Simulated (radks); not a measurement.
Valence configurations of the praseodymium ion Pr+ (all share [Xe]). All-electron calculation, Dirac Kohn-Sham, LDA (Slater exchange, Perdew-Wang correlation), spin-unpolarised, spherical densities, finite nucleus; open shells are shared between the two j in proportion to 2j + 1; Fermi nuclear charge, rms radius 4.8919 fm. Program: a radial shooting solver on a logarithmic mesh with Libxc functionals. Energies are relative to 4f3 6s1; eigenvalues in eV.

\begin{tabular}{lrrrrrr}
valence & E (eV) & e(4f5/2) & e(4f7/2) & e(5d3/2) & e(5d5/2) & e(6p1/2) \\ \hline
4f3 6s1 & 0.000 & -7.487 & -7.141 & - & - & - \\
4f2.5 6s1.5 & 0.143 & -10.961 & -10.589 & - & - & - \\
4f2.5 5d1 6s0.5 & 0.603 & -8.957 & -8.588 & -7.622 & -7.412 & - \\
4f3 5d1 & 0.963 & -5.775 & -5.433 & -6.451 & -6.272 & - \\
4f3.5 6s0.5 & 1.062 & -4.758 & -4.440 & - & - & - \\
4f2 6s2 & 1.800 & -14.966 & -14.569 & - & - & - \\
4f2 6s1 6p1 & 5.281 & -16.055 & -15.656 & - & - & -7.067 \\
4f1 5d2 6s1 & 7.799 & -19.058 & -18.616 & -10.207 & -9.910 & - \\
4f1 6s1 6p2 & 18.617 & -26.220 & -25.771 & - & - & -8.405 \\
4f0.5 6s1 6p2.5 & 28.774 & -31.736 & -31.263 & - & - & -9.040 \\
\end{tabular}

NIST lists [Xe] 4f3 6s1 as the ground configuration; this level of theory agrees among the configurations tried. The energies are those of spherical spin-averaged densities, not of single terms.
